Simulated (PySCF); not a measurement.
Species: C5H7N2OS (doublet state).
Z-matrix (Å and degrees, GFN2-xTB geometry), rows numbered from 1:
```
C 
O   1  1.4036
C   2  1.4044  1  112.99
C   3  1.4800  2  110.25  1   179.93
C   4  1.3774  3  122.36  2   179.88
C   5  1.4446  4  126.18  3   179.83
N   6  1.2954  5  114.05  4  -179.88
S   7  1.6458  6  108.67  5    -0.06
N   5  1.3532  4  123.47  3    -0.11
H   1  1.0879  2  106.65  3  -179.81
H   1  1.0973  2  111.29  3   -60.48
H   1  1.0973  2  111.29  3    60.84
H   3  1.1063  2  110.63  1   -58.51
H   3  1.1064  2  110.58  1    58.32
H   4  1.0764  3  117.34  2    -0.04
H   6  1.0745  5  125.38  4     0.08
```

The hyperfine couplings belong to this conformer and change with its torsions.

Identity: `COC[CH]c1cnsn1` [radical].

Method: UKS B3LYP, pcH-1 on C H N O S, non-relativistic, mean-field spin-orbit, GIAO (PySCF 2.14.0). Geometry: GFN2-xTB, one conformer, isolated molecule. A GFN2-xTB geometry isn't a minimum of the functional, and hyperfine couplings can be far from their values at a DFT geometry. The SCF solution wasn't tested for stability.

(1) Break the g tensor into its mass correction, gauge correction and orbital-Zeeman/spin–orbit terms.

(2) What are the electron Larmor frequencies g μB B/h along the three axes at 3350 mT?

(3) How much does each term add to the isotropic shift?

(4) What effective moment and Curie constant follow for a powder?

(5) In a frozen sample, at which fields do the three g values resonate at 9.5, 34, 94 and 263 GHz (hyperfine left aside), and which band first spreads them over more than twice a line width of 0.5 mT?

Answers

(1) 
```tsv
Δg (ppm)	1	2	3
relativistic mass correction	-178	-178	-178
gauge correction	-1	32	36
orbital Zeeman/spin–orbit	-36	955	3334
total	-215	809	3192
```

So g = 2.00210, 2.00313, 2.00551 and g_iso = 2.00358; the tensor is rhombic: the two nearest values differ by 30 % of g3 − g1. Axes: g2 points within 6° of the C4–C5 bond.

(2) 93.8735, 93.9215, 94.0333 GHz for g1, g2 and g3, a range of 159.8 MHz.

(3) The orbital-Zeeman/spin–orbit term 1418, the mass correction -178 and the gauge correction 22 ppm, for a total of 1262 ppm. The orbital-Zeeman/spin–orbit term is the largest in size. The mass correction is the same along every axis, so the anisotropy comes from the other two: their spans along these axes are 37 (gauge) and 3370 ppm (orbital Zeeman/spin–orbit).

(4) With the mean of g² = 4.0143 and S(S+1) = 0.75: μ_eff = √(⟨g²⟩S(S+1)) = 1.735 μB and χT = 0.12505·⟨g²⟩·S(S+1) = 0.376 cm³ K/mol (cgs; spin-Hamiltonian part alone).

(5) 
```
band    GHz  B(g3) mT  B(g2) mT  B(g1) mT  spread mT
   X    9.5    338.44    338.85    339.02       0.58
   Q   34.0   1211.27   1212.71   1213.33       2.06
   W   94.0   3348.81   3352.80   3354.51       5.70
   J  263.0   9369.56   9380.71   9385.50      15.94
```

The spread grows in proportion to the frequency. Q band is the first where it exceeds 1.0 mT.

Largest spin populations (Mulliken): C4 (+0.73), N9 (+0.30), C5 (-0.17) and S8 (+0.15). The positive populations add up to 1.34 and the negative ones to -0.34, together 2S = 1. The angles at C4 add up to 360.0°, so it is planar; its axial dipolar tensor and the negative coupling of its proton fit spin in a p orbital normal to that plane.

The HOMO–LUMO gaps are 4.23 eV among the α and 4.32 eV among the β orbitals.

The run took 2.9 min wall (grids of density and orbitals included) on an Intel Xeon at 2.70 GHz with one thread, on a shared host, and the process peaked at 1.2 GiB of memory.
